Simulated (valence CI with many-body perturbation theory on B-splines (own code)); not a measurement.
# Which ion has this spectrum?

A relativistic CI+MBPT calculation for an atom or ion with 5 electrons gives these levels (cm⁻¹):

```tsv
J	Parity	E	g
1/2	odd	0	0.66
3/2	odd	29009	1.33
1/2	even	248066	2.66
3/2	even	259299	1.73
5/2	even	273909	1.60
3/2	even	444039	0.80
5/2	even	445665	1.20
1/2	even	553116	1.65
1/2	even	588541	1.02
3/2	even	599333	1.33
3/2	odd	775083	1.99
3/2	odd	874422	0.82
5/2	odd	877531	1.20
1/2	odd	979521	0.66
```

The energies are calculated, with errors of perhaps 400 cm⁻¹, more in some levels.

Task: Which is it?
A. Cl12+
B. K14+
C. Ar13+
D. Ca15+

Result: B. K14+, ground level 2s²2p ²P°_1/2.
